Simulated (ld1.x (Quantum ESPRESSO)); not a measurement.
# lead (Pb): one change to an ultrasoft potential, before and after

Pb (Z = 82), ultrasoft, made with ld1.x (Quantum ESPRESSO) 7.5 (PBE, scalar-relativistic). Core [Xe] 4f14 5d10, reference 6s2 6p2. Waves: 6s (bound): rcut 1.90, rcutus 2.10 bohr; 6s channel at 1.4 Ry: rcut 1.90, rcutus 2.10 bohr; 6p (bound): rcut 2.00, rcutus 2.50 bohr; 6p channel at 0.25 Ry: rcut 2.00, rcutus 2.50 bohr. Local part: all-electron potential smoothed inside 2.20 bohr (lloc = -1). Core correction: Bessel-smoothed model core inside 1.85 bohr. Augmentation charge: PSQ, inside the norm-conserving radii.

Change: reference 6s2 6p1.

Cutoffs: the cutoffs (Ry, on a coarse ladder) from which the occupation-weighted sum of valence levels, in a spherical-Bessel basis at the reference potential, stays within 10 and 1 mRy of its value at 400 Ry; they do not see the model core or the augmentation charge, which bear on the density cutoff. Errors are all-electron minus pseudo energies relative to the spin-unpolarised reference configuration.

Problem. What does the change do?

Solution. Both files are very soft, the changed one slightly harder (loose and tight cutoff 8 and 10 Ry → 8 and 12 Ry on this coarse ladder); a bound ghost appears in d, which as a rule spoils a file; the number of tests with a reliable result goes from 7 to 3 (the test run of the changed file stopped, so its transferability is not established).

| quantity | base | changed |
| --- | --- | --- |
| cutoff, loose | 8 Ry | 8 Ry |
| cutoff, tight | 10 Ry | 12 Ry |
| bound ghosts | none | d |
| tests with a reliable result | 7 of 7 | 3 of 7 (the test run stopped) |
| s: phases at 2.68 bohr within 0.05 rad from the reference energy up to (Ry; the scan ends near 5) | 3.6 | 4.2 |
| p: phases at 2.68 bohr within 0.05 rad from the reference energy up to (Ry; the scan ends near 5) | 3.8 | 3.6 |
| lowest overlap eigenvalue by channel | s 0.41, p 0.50 | s 0.44, p 0.49 |

 A true bound ghost makes a file unfit for plane-wave use even where its test errors are small: the radial tests pick states by their node count and pass the ghost by.
